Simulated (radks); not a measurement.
The numbers below are computed, except where a source is named.
Spin polarisation of the 6s1 shell in neutral gold. Start: [Xe] 4f14 5d10 6s(up 0.5, down 0.5); electrons of 6s are moved from spin down to spin up, other shells keep equal spins. Code: a radial shooting solver on a logarithmic mesh with Libxc functionals. Model: non-relativistic Kohn-Sham, SCAN, spin-polarised, spherical densities, point nucleus; meta-GGA in the generalised Kohn-Sham scheme.

moment (Bohr magnetons)	E - E(0) (eV)	e(6s up) (eV)	e(6s down) (eV)	5d down minus up (eV)	5p down minus up (eV)	5s down minus up (eV)
0	0.000	-4.121	-4.121	0.000	0.000	0.000
0.25	-0.028	-4.352	-3.903	0.046	-0.029	-0.029
0.5	-0.112	-4.585	-3.695	0.091	-0.059	-0.057
0.75	-0.249	-4.767	-3.482	0.138	-0.089	-0.087

At moment 0.75 the spin-polarisation energy is -0.249 eV and the 6s exchange splitting 1.285 eV, that is 1.713 eV per Bohr magneton; E = -I m^2/4 would give I = 1.768 eV.
